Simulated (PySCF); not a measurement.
**Excited states of Ta⁵⁺ (tantalum, charge +5)**

Ground state [Xe] 4f14, ¹S. Computed with PySCF 2.14 in aug-cc-pwCVTZ-PP with one added diffuse shell each of s, p, d, f, g type with ECP60MDF (9s9p8d5f4g, 147 functions), with a scalar-relativistic core potential. Vertical excitation energies in eV without spin-orbit coupling; excited terms of each kind are numbered among those the solver found. Frozen: nothing.

```tsv
term	leading excitation	EOM-EE-CCSD
1 3P°	5p → d	38.646
1 3F°	5p → d	39.853
1 1D°	5p → d	41.796
1 3D°	5p → d	41.945
1 1F°	5p → d	42.099
1 1P°	5p → d	50.129
1 3S	5p → p	57.838
1 3D	5p → p	59.001
1 1D	5p → p	59.389
1 1P	5p → p	59.707
1 3P	5p → p	59.766
1 1S	5p → p	61.025
2 3D	5p → f	70.047
1 1G	5p → f	71.069
```

The spin-orbit splitting of the hole, absent here, rivals or exceeds the spacing of these terms, so the LS terms are model states.

The 4f shell lies in the core potential, so 4f excitations, among the lowest in this ion, cannot appear.

The solver can miss terms.
